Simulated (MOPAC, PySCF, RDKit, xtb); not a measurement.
Pair of molecules: CH4O (SMILES CO) (first 6 atoms) with C2H3N (SMILES CC#N); geometry from B3LYP-D3(BJ)/def2-TZVP, rigid monomers moved along the line of their centres of mass till H6···N9 is 2.33 Å.
(charge 0, multiplicity 1):
```xyz
12

C     -0.5814     0.1871    -0.7437
O      0.2525    -0.7388    -0.0773
H     -1.6344     0.0862    -0.4514
H     -0.5057    -0.0139    -1.8130
H     -0.2743     1.2262    -0.5693
H      0.1926    -0.5650     0.8728
C     -0.2883     0.5156     5.6591
C     -0.1784     0.2352     4.2378
N     -0.0910     0.0129     3.1153
H     -0.4877     1.5756     5.8164
H     -1.1025    -0.0655     6.0924
H      0.6413     0.2522     6.1639
```

Interaction energies are E(AB) − E(A) − E(B) at the monomers' geometry in the complex; basis-set methods are counterpoise corrected. Rows marked so take none. RDKit's UFF carries no charges.

Rows in 3-21G carry no dispersion term and start afresh at each structure. The state that PM6 reach isn't checked.

Codes used: MOPAC for PM6 (differences of heats of formation); PySCF for 3-21G rows; RDKit for the force fields; xtb for the GFN methods. Each number belongs to the level named beside it.

Question: One of these levels gives 7.2 kJ/mol for the interaction energy. Which one is it?
(A) PM6
(B) UFF
(C) GFN-FF
(D) HF/3-21G (no counterpoise)

Answer: B, UFF. The others give -21.3 (GFN-FF), -10.7 (PM6), -25.9 (HF/3-21G (no counterpoise))
